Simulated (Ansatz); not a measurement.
A nudged elastic band was laid between two geometries of CH6AlNSi (10 atoms, charge 0, multiplicity 1).

These are results of RKS PBE-D4/STO-3G in Ansatz 0.2.0, not measurements.

- movable images: 9
- climbing image: yes
- spring: 5.0 eV/Å²
- optimiser: quadratic models (default)
- start path: IDPP
- force threshold: 0.05 eV/Å
- iteration limit: 60
- end points: relaxed

Image 0:

```xyz
10
Properties=species:S:1:pos:R:3
C -0.160 1.461 -0.198
N 0.125 0.007 -0.247
Al 0.772 -1.386 -1.045
Si -0.203 -1.344 0.925
H 0.201 1.969 -1.120
H 0.335 1.959 0.671
H -1.254 1.673 -0.110
H 1.472 -1.755 -2.331
H -1.632 -1.504 1.225
H 0.428 -1.129 2.234
```

Image 10:

```xyz
10
Properties=species:S:1:pos:R:3
C -0.293 1.434 -0.236
N 0.039 -0.011 -0.272
Al 0.454 -1.451 -1.137
Si 0.186 -1.264 1.037
H 0.428 2.017 0.389
H -1.310 1.622 0.187
H -0.273 1.873 -1.259
H 0.706 -1.913 -2.553
H -1.055 -1.434 1.805
H 1.202 -0.924 2.041
```

What changes between the two ends?

No bond is made or broken. The dihedral H6–C1–N2–Si4 goes from 60 to -61°. The two ends are copies of one structure, up to a mirror image or an exchange of like atoms.

What energy profile does the band end with?

It converged. The highest image is number 5 of 0 to 10, 0.9 kcal/mol above the ends, which have the same energy within 2 meV. A vibrational analysis at the climbing image gives one clearly imaginary mode, 130i cm⁻¹: a first-order saddle point. Limits of this set-up: minimal basis.

```
image  path coordinate (Å)  energy (kcal/mol)  dihedral H6–C1–N2–Si4 (°)
    0                 0.00                0.0                         60
    1                 0.35                0.1                         49
    2                 0.70                0.3                         37
    3                 1.05                0.6                         25
    4                 1.39                0.8                         13
    5                 1.74                0.9                          0
    6                 2.09                0.8                        -13
    7                 2.44                0.6                        -26
    8                 2.79                0.3                        -38
    9                 3.14                0.1                        -49
   10                 3.50                0.0                        -61
```

What is the geometry of the highest image?


```xyz
10
Properties=species:S:1:pos:R:3:forces:R:3
C -0.249 1.449 -0.229 0.00 0.00 -0.01
N 0.050 -0.007 -0.259 0.00 0.02 0.01
Al 0.482 -1.436 -1.137 0.00 -0.01 -0.01
Si 0.104 -1.292 1.023 0.00 -0.01 0.00
H 0.612 2.061 -0.590 0.00 0.00 0.00
H -0.489 1.796 0.800 0.00 0.00 0.01
H -1.122 1.710 -0.875 0.00 0.00 0.00
H 0.800 -1.882 -2.544 0.00 0.00 0.00
H -1.178 -1.453 1.724 0.00 0.00 0.01
H 1.073 -0.997 2.088 -0.01 0.00 0.00
```

What are the harmonic wavenumbers there?

130i, 218, 266, 405, 494, 496, 541, 692, 718, 752, 854, 1141, 1151, 1194, 1332, 1553, 1638, 1649, 2413, 2484, 2521, 3160, 3294, 3338 cm⁻¹.

Run time: 63 s on 1 CPU thread of a shared host.
